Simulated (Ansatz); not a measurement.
The same path of BrH + FH3Si (7 atoms, charge 0, multiplicity 1) was run twice with different band settings. Lost on the way: Si1–F2, Br6–H7. Made: Si1–Br6, F2–H7.

Level of theory: RHF/def2-SVP in Ansatz.

Relaxed end points:

```xyz
7
Properties=species:S:1:pos:R:3
Si 0.483 0.000 -0.404
F -0.549 0.000 0.846
H 1.851 0.000 0.141
H 0.228 1.214 -1.197
H 0.228 -1.214 -1.197
Br -3.534 0.000 2.886
H -2.338 0.000 2.139
```

```xyz
7
Properties=species:S:1:pos:R:3
Si -0.222 0.000 -0.625
F -0.460 0.000 3.251
H 0.734 0.000 0.492
H -0.094 1.212 -1.450
H -0.094 -1.212 -1.450
Br -2.296 0.000 0.265
H -1.199 0.000 2.731
```

Common settings: movable images 5; climbing image yes; spring 5.0 eV/Å²; optimiser quadratic models (default); start path through a guess of the saddle point; iteration limit 60; end points relaxed.

| run | force threshold |
| --- | --- |
| 1 | 0.03 eV/Å |
| 2 | 0.5 eV/Å |

Problem. What does each run give, and how far can it be trusted?

Solution. Run 1: converged after 16 iterations, highest image 2.064 eV above the first end. Neighbouring images differ by up to 1.7 eV, so the band resolves the path poorly. A vibrational analysis at the climbing image gives one clearly imaginary mode, 282i cm⁻¹: a first-order saddle point.
Run 2: converged after 9 iterations, highest image 1.994 eV above the first end. The threshold of 0.5 eV/Å is loose, so the images may lie well off the minimum-energy path. Neighbouring images differ by up to 1.4 eV, so the band resolves the path poorly. The order of the point at the top wasn't checked.
The orbitals stay closed-shell, which can raise the energy where a bond breaks towards radicals; this wasn't checked here.
